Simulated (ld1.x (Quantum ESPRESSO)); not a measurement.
## An all-electron radial function and its pseudo partner (magnesium (Mg))

Columns: radius, all-electron u(r) and pseudo u(r) of the 3s shell (level -11.41 eV) of magnesium in the configuration [Ne] 3s1 3p0; BLYP, scalar-relativistic, ultrasoft scheme, ld1.x (Quantum ESPRESSO) 7.5.

```
r (bohr)  all-electron  pseudo
   0.125        0.0904  0.0484
   0.250       -0.1293  0.0968
   0.375       -0.2626  0.1450
   0.500       -0.2833  0.1929
   0.625       -0.2279  0.2403
   0.750       -0.1317  0.2870
   0.875       -0.0187  0.3328
   1.000        0.0964  0.3772
   1.125        0.2053  0.4199
   1.250        0.3035  0.4604
   1.375        0.3890  0.4983
   1.500        0.4610  0.5329
   1.625        0.5198  0.5639
   1.750        0.5660  0.5907
   1.875        0.6006  0.6128
   2.000        0.6249  0.6298
   2.125        0.6401  0.6415
   2.250        0.6473  0.6475
   2.375        0.6478  0.6478
   2.500        0.6423  0.6423
   2.625        0.6320  0.6320
   2.750        0.6177  0.6177
   2.875        0.6001  0.6001
   3.000        0.5800  0.5800
   3.125        0.5579  0.5579
   3.250        0.5344  0.5344
```

(1) How many radial nodes do the two functions have?

(2) At about which radius was the pseudo-wave matched?

(3) Where does each function peak?

(4) Is the pseudo-wave norm-conserving?

Answers

(1) The all-electron 3s function has n − l − 1 = 2; the pseudo-wave has 0, since the states of the same l below it are removed with the core.

(2) 2.40 bohr. The columns agree to 0.0005 from 2.25 bohr on; several derivatives are matched, so the curves merge somewhat inside the radius.

(3) Outermost all-electron maximum near 2.38 bohr, pseudo maximum near 2.38 bohr (to the table’s step).

(4) No, it belongs to an ultrasoft set: the norm inside the radius is not constrained, and the difference is carried by the augmentation charge.
